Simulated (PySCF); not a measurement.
A GIAO shielding run with PySCF 2.14.0 with density-fitted response routines (density fitting, non-relativistic, gas phase) on SMILES CC(=O)[P@@](C)(=O)C(C)C, C$_{6}$H$_{13}$O$_{2}$P:

```
{"job": {"kind": "nmr", "xc": "PBE0", "basis": "pcSseg-1"}, "charge": 0, "multiplicity": 1}
C      2.680782    -1.123020    -0.194154
C      1.728095    -0.294470     0.596371
O      1.793240    -0.067088     1.774951
P      0.338551     0.413973    -0.452896
C      0.513132     2.221407    -0.190404
O      0.383801     0.008091    -1.864567
C     -1.186140    -0.116219     0.462911
C     -2.389772     0.549757    -0.186212
C     -1.253486    -1.634038     0.358545
H      3.098898    -0.498008    -0.984013
H      2.117141    -1.912285    -0.692075
H      3.471136    -1.541432     0.424659
H     -0.276653     2.722178    -0.747331
H      1.473533     2.524130    -0.605260
H      0.465571     2.480163     0.862581
H     -1.090958     0.186102     1.508898
H     -2.379610     1.625511    -0.021296
H     -2.375726     0.361444    -1.259246
H     -3.315328     0.148203     0.223183
H     -2.175880    -2.012113     0.796129
H     -0.411598    -2.092087     0.877580
H     -1.219139    -1.930814    -0.689201
```

Hardware: 1 thread of an x86-64 server CPU, shared host. The job also computes population analyses, field gradients.

Question: How large is the calculation?

Answer: 80 electrons, 225 basis functions and 1187 auxiliary functions.

Question: How long does it take?

Answer: 53 s of wall time, with 15 SCF cycles and 5 response iterations. Times on a shared host scatter by some tens of per cent.
